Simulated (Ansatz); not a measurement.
`O[B](I)[Zn][SH]` from Hartree–Fock to CCSD(T)

```xyz
7

O    -1.067   -1.923   -0.136
B    -0.106   -0.996   -0.231
I     1.814   -1.596   -1.089
Zn   -0.282    0.964    0.364
S    -0.398    3.051    0.974
H    -0.825   -2.799   -0.462
H     0.864    3.299    0.580
```

Charge 0, multiplicity 1. For Zn the d shell is correlated and the shells below it are frozen. Correlated methods include outer-core shells of I, which these sets cover unevenly. Scalar relativity is left out up to krypton. I: def2 effective core potential. Geometry: relaxed with PBE0-D4/def2-TZVP. It is one conformer, not always the lowest. Frozen core, restricted reference, Ansatz.

```
     basis      HF (Eh)  MP2 corr.  CCSD corr.       (T)  CCSD(T) total
  def2-SVP  -2572.35695          ?    -0.82683         ?              ?
def2-TZVPP            ?   -1.51333    -1.45796  -0.04931              ?
def2-QZVPP  -2572.92907          ?           –         –              –
```

(1) Fill in the withheld values. (An estimate is asked.)

Results:

(1) Ansatz gave: def2-SVP MP2 corr.: -0.81621; def2-SVP (T): -0.02421; def2-SVP CCSD(T) total: -2573.20799; def2-TZVPP HF (Eh): -2572.87065; def2-TZVPP CCSD(T) total: -2574.37792; def2-QZVPP MP2 corr.: -1.76290.
